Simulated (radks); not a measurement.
Results of a calculation; reference values are marked as such.
Trend from Lu+ to Hg+: ionisation energy by Delta-SCF between NIST ground configurations, and size. Code: a radial shooting solver on a logarithmic mesh with Libxc functionals. Model: Dirac Kohn-Sham, PBE, spin-unpolarised, spherical densities, finite nucleus; open shells fill j = l - 1/2 first; Fermi nuclear charge, rms radius of each element as measured or else 0.836 A^(1/3) + 0.57 fm.

species       configuration  configuration of the ion  IE (eV)  NIST (eV)       kind   -e(HOMO) (eV)  outermost  <r> outermost (bohr)  r at 0.001 e/bohr^3 (bohr)
Lu+           [Xe] 4f14 6s2             [Xe] 4f14 6s1   14.267      14.13  semi-emp.  11.044 (6s1/2)      6s1/2                  3.27                        4.63
Hf+       [Xe] 4f14 5d1 6s2             [Xe] 4f14 5d2   15.302      14.61     theory  10.941 (5d3/2)      6s1/2                  3.12                        4.58
Ta+       [Xe] 4f14 5d3 6s1             [Xe] 4f14 5d3   14.858       16.2  semi-emp.  10.657 (5d3/2)      6s1/2                  3.09                        4.37
W+        [Xe] 4f14 5d4 6s1             [Xe] 4f14 5d4   15.537       16.4  semi-emp.  11.907 (5d3/2)      6s1/2                  2.98                        4.30
Re+       [Xe] 4f14 5d5 6s1             [Xe] 4f14 5d5   16.209       16.6  semi-emp.  12.342 (5d5/2)      6s1/2                  2.88                        4.24
Os+       [Xe] 4f14 5d6 6s1             [Xe] 4f14 5d6   16.828         17  semi-emp.  13.059 (6s1/2)      6s1/2                  2.79                        4.16
Ir+       [Xe] 4f14 5d7 6s1             [Xe] 4f14 5d7   17.405       17.0  semi-emp.  13.507 (6s1/2)      6s1/2                  2.71                        4.09
Pt+           [Xe] 4f14 5d9             [Xe] 4f14 5d8   19.328       18.6       exp.  13.730 (5d5/2)      5d5/2                  1.68                        3.86
Au+          [Xe] 4f14 5d10             [Xe] 4f14 5d9   20.547      20.20       exp.  14.732 (5d5/2)      5d5/2                  1.61                        3.79
Hg+      [Xe] 4f14 5d10 6s1            [Xe] 4f14 5d10   18.974     18.757       exp.  14.710 (6s1/2)      6s1/2                  2.51                        3.90

Reference values: NIST Atomic Spectra Database (exp. = measured, semi-emp. = semi-empirical, theory = theoretical value adopted there). Spin polarisation and multiplet splitting are left out, so open shells lie too high by an amount that depends on their filling.

Beside tabulated values, note that spin-unpolarised runs miss the spin-polarisation part of the exchange energy of open shells.
